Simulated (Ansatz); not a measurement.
Correlation energies of `C#[C][Hf]([OH])([OH])[F]` by basis set

```json
{"atom": "C1", "x (Å)": "-0.6443", "y (Å)": "0.4671", "z (Å)": "2.6091"}
{"atom": "C2", "x (Å)": "-0.2688", "y (Å)": "0.3356", "z (Å)": "1.4619"}
{"atom": "Hf3", "x (Å)": "0.4428", "y (Å)": "0.1266", "z (Å)": "-0.6056"}
{"atom": "O4", "x (Å)": "0.9427", "y (Å)": "-1.6951", "z (Å)": "-0.8714"}
{"atom": "O5", "x (Å)": "-0.9631", "y (Å)": "0.6848", "z (Å)": "-1.7679"}
{"atom": "F6", "x (Å)": "1.9667", "y (Å)": "1.2546", "z (Å)": "-0.8508"}
{"atom": "H7", "x (Å)": "-0.9739", "y (Å)": "0.5830", "z (Å)": "3.6172"}
{"atom": "H8", "x (Å)": "1.1180", "y (Å)": "-2.5868", "z (Å)": "-1.1522"}
{"atom": "H9", "x (Å)": "-1.6200", "y (Å)": "0.8302", "z (Å)": "-2.4403"}
```

Charge 0, multiplicity 1. Correlated methods include outer-core shells of Hf, which these sets cover unevenly. Hf: def2 effective core potential. All single points use the PBE0-D4/def2-TZVP geometry. It is one conformer, not always the lowest. Frozen core, restricted reference, the Gaussian-basis code of Ansatz.

```csv
basis,HF (Eh),MP2 corr.
def2-SVP,-374.04016,-1.03261
def2-TZVPP,-374.46614,-1.34948
def2-QZVPP,-374.48158,-1.48129
```

**Question.** Estimate the CCSD correlation energy and the (T) correction in each basis where they were run (hartree).

**Answer.** 
```tsv
basis	CCSD corr.	(T)
def2-SVP	-1.04704	-0.03254
def2-TZVPP	-1.35062	-0.05637
```
